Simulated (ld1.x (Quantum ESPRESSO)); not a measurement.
**PBE TM dataset for Ho, scalar-relativistic all-electron reference.**

ld1.x (Quantum ESPRESSO) 7.5 input, shortened:

```
&input
   title='Ho', zed=67., rel=1, dft='PBE', iswitch=3,
   config='[Xe] 4f10 5d1 6s2 6p0'
 /
 &inputp
   pseudotype=2, tm=.true., lloc=2,
   nlcc=.true., new_core_ps=.true., rcore=1.20
 /
4
5S  1  0   2.00   0.00  2.15  2.15  0.0
5P  2  1   6.00   0.00  1.80  1.80  0.0
4F  4  3  10.00   0.00  1.40  1.40  0.0
5D  3  2   1.00   0.00  2.05  2.05  0.0
 &test
   configts(1)='4f10 5s2 5p6 5d1 6s2 6p0'
 /
```

Occupied shells without a wave of their own: 6s. They enter only through the test configuration that unscreens the potential, and ld1.x also counts them in the model core charge.

- Cutoffs needed: 230 Ry and over 300 Ry (the cutoffs (Ry, on a coarse ladder) from which the occupation-weighted sum of valence levels, in a spherical-Bessel basis at the reference potential, stays within 10 and 1 mRy of its value at 400 Ry)
- Ghost test: no extra level below or beside the all-electron valence levels (s, p, f, d tested) (spherical-Bessel basis up to 400 Ry, 20 bohr box)
- Largest excitation error: +1219 meV (all-electron minus pseudo) for 4f9 5s2 5p6 5d0 6s0 6p0, out of 7 test configurations

ld1.x takes every shell without a wave as core, so the model core holds the 6s electrons as well and exchange and correlation see them twice. This cancels in the reference configuration, but the file is broken for other ones, and its errors say nothing about a proper core correction.
